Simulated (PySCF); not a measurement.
PySCF input (M06-2X/def2-TZVPD):

```python
from pyscf import gto, scf, dft

mol = gto.M(
    atom='''
    B    -0.67550948    0.14887937   -0.00613855
    N     0.63011679   -0.09718899    0.00592163
    H    -1.44672840   -0.78084810   -0.01830614
    H    -1.10635803    1.26961877   -0.00524130
    H     1.51981634   -0.55284460    0.01278881
    ''',
    basis='def2-tzvpd',
    charge=1,
    spin=0,
    verbose=4,
)

mf = dft.RKS(mol, xc='m062x').density_fit(auxbasis='def2-universal-jkfit')
mf.grids.level = 4
mf.conv_tol = 1e-9
mf.max_cycle = 100
mf.max_memory = 1500
mf.kernel()
if not mf.converged:
    mf = mf.newton()
    mf.kernel(mf.make_rdm1())
mf.analyze()
```

End of the output:

```
Extra cycle  E= -80.9475214143506  delta_E= -1.69e-11  |g|= 5.51e-06  |ddm|= 9.73e-06
converged SCF energy = -80.9475214143506
**** SCF Summaries ****
Total Energy =                         -80.947521414350575
Nuclear Repulsion Energy =              27.155441080752617
One-electron Energy =                 -157.641797215000935
Two-electron Energy =                   49.538834719897736
Two-electron Coulomb Energy =           61.164268398893476
DFT Exchange-Correlation Energy =      -11.625433678995737
HOMO-LUMO gap [eV] =                     6.963616773124299
**** MO energy ****
MO #1   energy= -15.1464949162413  occ= 2
MO #2   energy= -7.35624624541469  occ= 2
MO #3   energy= -1.27692980262352  occ= 2
MO #4   energy= -0.964116080969628 occ= 2
MO #5   energy= -0.791152108894162 occ= 2
MO #6   energy= -0.742973209193657 occ= 2
MO #7   energy= -0.699689565716369 occ= 2
MO #8   energy= -0.443781367287736 occ= 0
MO #9   energy= -0.229886985991405 occ= 0
MO #10  energy= -0.161155804449143 occ= 0
MO #11  energy= -0.129512935458454 occ= 0
MO #12  energy= -0.0977547158639227 occ= 0
MO #13  energy= -0.0918548942879857 occ= 0
MO #14  energy= -0.0750730164885084 occ= 0
MO #15  energy= -0.0650131492042075 occ= 0
MO #16  energy= -0.0570773497134194 occ= 0
MO #17  energy= -0.0457813056050807 occ= 0
MO #18  energy= -0.0168011083131941 occ= 0
MO #19  energy= -0.0167621270036544 occ= 0
MO #20  energy= 0.00949393059898992 occ= 0
MO #21  energy= 0.0169561465342157 occ= 0
MO #22  energy= 0.042335849807     occ= 0
MO #23  energy= 0.0496751397993569 occ= 0
MO #24  energy= 0.0561033853128884 occ= 0
MO #25  energy= 0.100435639117222  occ= 0
MO #26  energy= 0.107863378955469  occ= 0
MO #27  energy= 0.114283671302819  occ= 0
MO #28  energy= 0.119467754495505  occ= 0
MO #29  energy= 0.1393974719219    occ= 0
MO #30  energy= 0.142709293727551  occ= 0
MO #31  energy= 0.167364933064906  occ= 0
MO #32  energy= 0.190025147160749  occ= 0
MO #33  energy= 0.204978727858925  occ= 0
MO #34  energy= 0.20678225323369   occ= 0
MO #35  energy= 0.256716301374066  occ= 0
MO #36  energy= 0.279518748112272  occ= 0
MO #37  energy= 0.323807714759334  occ= 0
MO #38  energy= 0.330445018498326  occ= 0
MO #39  energy= 0.358969264321555  occ= 0
MO #40  energy= 0.36067556932822   occ= 0
MO #41  energy= 0.402505897199067  occ= 0
MO #42  energy= 0.439636945057347  occ= 0
MO #43  energy= 0.453699272157205  occ= 0
MO #44  energy= 0.469451582658216  occ= 0
MO #45  energy= 0.506904566138296  occ= 0
MO #46  energy= 0.530837893689549  occ= 0
MO #47  energy= 0.61499822266304   occ= 0
MO #48  energy= 0.698205692269025  occ= 0
MO #49  energy= 0.708795904678918  occ= 0
MO #50  energy= 0.776257612283032  occ= 0
MO #51  energy= 0.862703575207897  occ= 0
MO #52  energy= 0.888328769659568  occ= 0
MO #53  energy= 0.99126051366156   occ= 0
MO #54  energy= 1.02146756982651   occ= 0
MO #55  energy= 1.10073267849977   occ= 0
MO #56  energy= 1.10363782904601   occ= 0
MO #57  energy= 1.13394585937012   occ= 0
MO #58  energy= 1.20371649583733   occ= 0
MO #59  energy= 1.30475260720033   occ= 0
MO #60  energy= 1.39621477533124   occ= 0
MO #61  energy= 1.489581387471     occ= 0
MO #62  energy= 1.60471255048519   occ= 0
MO #63  energy= 1.614193523386     occ= 0
MO #64  energy= 1.66575185247681   occ= 0
MO #65  energy= 1.66796139913771   occ= 0
MO #66  energy= 1.68512038703065   occ= 0
MO #67  energy= 1.70413053174916   occ= 0
MO #68  energy= 1.70584734701147   occ= 0
MO #69  energy= 1.7918069463218    occ= 0
MO #70  energy= 1.81155190759524   occ= 0
MO #71  energy= 1.89359615003301   occ= 0
MO #72  energy= 2.0152450164026    occ= 0
MO #73  energy= 2.01692483583984   occ= 0
MO #74  energy= 2.04304314933282   occ= 0
MO #75  energy= 2.12343325393709   occ= 0
MO #76  energy= 2.16801742032567   occ= 0
MO #77  energy= 2.21361721144758   occ= 0
MO #78  energy= 2.46466479646939   occ= 0
MO #79  energy= 2.48322557618956   occ= 0
MO #80  energy= 2.58765855523781   occ= 0
MO #81  energy= 2.61409991547164   occ= 0
MO #82  energy= 2.72770916437674   occ= 0
MO #83  energy= 2.75592472831739   occ= 0
MO #84  energy= 2.82717378947947   occ= 0
MO #85  energy= 2.98091041663213   occ= 0
MO #86  energy= 3.165089811512     occ= 0
MO #87  energy= 3.59244097559375   occ= 0
MO #88  energy= 3.60241271894476   occ= 0
MO #89  energy= 3.67768275098823   occ= 0
MO #90  energy= 3.92632259653031   occ= 0
MO #91  energy= 4.08727575251585   occ= 0
MO #92  energy= 4.35534279574292   occ= 0
MO #93  energy= 4.38154291144206   occ= 0
MO #94  energy= 4.38166400603937   occ= 0
MO #95  energy= 4.5419758932203    occ= 0
MO #96  energy= 4.55621902158301   occ= 0
MO #97  energy= 4.70193664919522   occ= 0
MO #98  energy= 4.88489710064676   occ= 0
MO #99  energy= 5.60790568464597   occ= 0
MO #100 energy= 14.6867476841857   occ= 0
MO #101 energy= 31.8403560324901   occ= 0
 ** Mulliken pop on meta-lowdin orthogonal AOs  **
 ** Mulliken pop  **
pop of  0 B 1s            1.99980
pop of  0 B 2s            0.85411
pop of  0 B 3s            0.00762
pop of  0 B 4s            0.00080
pop of  0 B 5s            0.00089
pop of  0 B 6s            0.00011
pop of  0 B 2px           0.76091
pop of  0 B 2py           0.93331
pop of  0 B 2pz           0.34234
pop of  0 B 3px           0.01358
pop of  0 B 3py           0.01170
pop of  0 B 3pz           0.00282
pop of  0 B 4px           0.00292
pop of  0 B 4py           0.00050
pop of  0 B 4pz           0.00001
pop of  0 B 3dxy          0.00046
pop of  0 B 3dyz          0.00016
pop of  0 B 3dz^2         0.00227
pop of  0 B 3dxz          0.00301
pop of  0 B 3dx2-y2       0.00223
pop of  0 B 4dxy          0.00019
pop of  0 B 4dyz          0.00000
pop of  0 B 4dz^2         0.00014
pop of  0 B 4dxz          0.00007
pop of  0 B 4dx2-y2       0.00027
pop of  0 B 5dxy          0.00029
pop of  0 B 5dyz          0.00000
pop of  0 B 5dz^2         0.00031
pop of  0 B 5dxz          0.00000
pop of  0 B 5dx2-y2       0.00066
pop of  0 B 4f-3          0.00026
pop of  0 B 4f-2          0.00000
pop of  0 B 4f-1          0.00083
pop of  0 B 4f+0          0.00011
pop of  0 B 4f+1          0.00032
pop of  0 B 4f+2          0.00001
pop of  0 B 4f+3          0.00060
pop of  1 N 1s            1.99996
pop of  1 N 2s            1.34385
pop of  1 N 3s            0.00377
pop of  1 N 4s            0.00065
pop of  1 N 5s            0.00059
pop of  1 N 6s            0.00048
pop of  1 N 2px           1.27296
pop of  1 N 2py           0.60742
pop of  1 N 2pz           1.64702
pop of  1 N 3px           0.00239
pop of  1 N 3py           0.00167
pop of  1 N 3pz           0.00031
pop of  1 N 4px           0.00087
pop of  1 N 4py           0.00079
pop of  1 N 4pz           0.00031
pop of  1 N 3dxy          0.00136
pop of  1 N 3dyz          0.00004
pop of  1 N 3dz^2         0.00204
pop of  1 N 3dxz          0.00016
pop of  1 N 3dx2-y2       0.00234
pop of  1 N 4dxy          0.00033
pop of  1 N 4dyz          0.00006
pop of  1 N 4dz^2         0.00021
pop of  1 N 4dxz          0.00015
pop of  1 N 4dx2-y2       0.00049
pop of  1 N 5dxy          0.00082
pop of  1 N 5dyz          0.00006
pop of  1 N 5dz^2         0.00026
pop of  1 N 5dxz          0.00079
pop of  1 N 5dx2-y2       0.00042
pop of  1 N 4f-3          0.00093
pop of  1 N 4f-2          0.00007
pop of  1 N 4f-1          0.00018
pop of  1 N 4f+0          0.00045
pop of  1 N 4f+1          0.00097
pop of  1 N 4f+2          0.00019
pop of  1 N 4f+3          0.00048
pop of  2 H 1s            0.73217
pop of  2 H 2s            0.00992
pop of  2 H 3s            0.00238
pop of  2 H 2px           0.00213
pop of  2 H 2py           0.00132
pop of  2 H 2pz           0.00014
pop of  2 H 3px           0.00122
pop of  2 H 3py           0.00127
pop of  2 H 3pz           0.00038
pop of  3 H 1s            0.75651
pop of  3 H 2s            0.00991
pop of  3 H 3s            0.00253
pop of  3 H 2px           0.00154
pop of  3 H 2py           0.00201
pop of  3 H 2pz           0.00019
pop of  3 H 3px           0.00176
pop of  3 H 3py           0.00072
pop of  3 H 3pz           0.00042
pop of  4 H 1s            0.61431
pop of  4 H 2s            0.00914
pop of  4 H 3s            0.00692
pop of  4 H 2px           0.00094
pop of  4 H 2py           0.00020
pop of  4 H 2pz           0.00051
pop of  4 H 3px           0.00091
pop of  4 H 3py           0.00085
pop of  4 H 3pz           0.00018
 ** Mulliken atomic charges  **
charge of    0B =      0.05636
charge of    1N =      0.10415
charge of    2H =      0.24905
charge of    3H =      0.22440
charge of    4H =      0.36604

WARN: System has nonzero charge 1; the dipole moment is origin-dependent.
Location of origin: [0. 0. 0.]

Dipole moment(X, Y, Z, Debye): -0.22090, -0.37739, -0.00400
```

This state (charge 1, singlet) is run at the relaxed geometry of the species with charge 0 and multiplicity 2.
